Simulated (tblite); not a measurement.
**Question.** Give a GFN2-xTB geometry of InChI=1S/C7H18N2/c1-6-8(4)9(5)7(2)3/h7H,6H2,1-5H3.

**Answer.** 
```xyz
27
C7H18N2 angstrom
C     -2.064    1.077   -1.118
C     -1.990   -0.369   -0.649
N     -0.612   -0.775   -0.438
C     -0.483   -2.203   -0.208
N      0.043    0.066    0.486
C     -0.186   -0.258    1.884
C      1.455    0.239    0.152
C      2.051    1.373    0.986
C      1.595    0.576   -1.331
H     -1.510    1.192   -2.045
H     -1.627    1.729   -0.368
H     -3.099    1.363   -1.283
H     -2.399   -1.028   -1.419
H     -2.608   -0.494    0.258
H     -0.779   -2.724   -1.118
H      0.560   -2.440   -0.003
H     -1.102   -2.577    0.622
H     -1.229   -0.542    2.016
H     -0.006    0.628    2.491
H      0.452   -1.075    2.253
H      2.028   -0.686    0.361
H      2.172    1.088    2.028
H      3.030    1.637    0.594
H      1.405    2.245    0.930
H      1.142   -0.199   -1.941
H      2.646    0.667   -1.592
H      1.095    1.518   -1.538
```

Orientation and origin are arbitrary. Atoms count from 1 in this order. N5 (hydrazine nitrogen) is pyramidal (angles 115.1°, 113.5° and 111.7°, sum 340.2°, 0.38 Å off the plane of its three neighbours). Of the pairs four or more bonds apart, N3···H25 is among the closest relative to their van der Waals radii: 2.38 Å, 87 % of the sum of Bondi's values. N3 (hydrazine nitrogen) is pyramidal (angles 116.2°, 112.5° and 111.6°, sum 340.3°, 0.37 Å off the plane of its three neighbours).

Bonds between heavy atoms (Å): C1–C2 1.521, C2–N3 1.452, N3–C4 1.452, N3–N5 1.411, N5–C6 1.453, N5–C7 1.462, C7–C8 1.529, C7–C9 1.527.

Computed geometry: GFN2-xTB, gas phase.

Point group: C1 (no symmetry element, even within 0.4 Å). Its GFN2-xTB frequencies are all real (lowest 47 cm⁻¹). The numbers are those of one conformer (C1–C2–N3–C4 -170°, C2–N3–N5–C6 83°, N3–N5–C7–C8 168°). 3 starts were optimised and ended at 0.00, 0.27 and 0.32 kcal/mol (GFN2-xTB); the lowest of these is shown.
